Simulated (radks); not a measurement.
Question: Species: Dy. Configuration: [Xe] 4f10 6s2 (the NIST ground configuration). Method: scalar-relativistic Kohn-Sham, r2SCAN, spin-polarised, spherical densities, finite nucleus; open shells are filled with parallel spins first (spin-orbit coupling, left out, can overturn this in heavy ions); meta-GGA in the generalised Kohn-Sham scheme; Fermi nuclear charge, rms radius 5.2218 fm; computed with a radial shooting solver on a logarithmic mesh with Libxc functionals. Some entries of the table are withheld. Estimate them.

orbital  occ.  eigenvalue (eV)  <1/r> (bohr^-1)
1s up       1        -53729.56            74.55
1s down     1        -53729.55            74.55
2s down     1        -8969.567            17.34
2s up       1        -8969.566            17.34
2p up       3        -7955.412            16.09
2p down     3        -7955.403            16.09
3s up       1        -2005.728            6.390
3s down     1        -2003.695            6.395
3p up       3        -1692.783            5.983
3p down     3        -1690.750            5.987
3d up       5        -1289.989            5.665
3d down     5        -1288.420            5.670
4s up       1        -402.9234            2.683
4s down     1        -398.3602            2.682
4p up       3        -299.4151            2.462
4p down     3        -294.8573            2.461
4d up       5        -157.8661            2.171
4d down     5        -153.2998            2.168
5s up       1         -51.4255            1.021
5s down     1         -49.3263            1.002
5p up       3         -27.0005           0.8534
5p down     3         -25.6030           0.8345
4f up       7          -4.7418              (1)
6s up       1          -3.9122           0.3016
6s down     1          -3.7553           0.2927
5d up       0          -1.1699           0.4216
6p up       0          -1.0654           0.2284
6p down     0          -1.0343           0.2222
5d down     0          -0.8544           0.3923
4f down     3          -0.7813              (2)

Answer: 
(1) 4f up <1/r> (bohr^-1): 1.573
(2) 4f down <1/r> (bohr^-1): 1.516
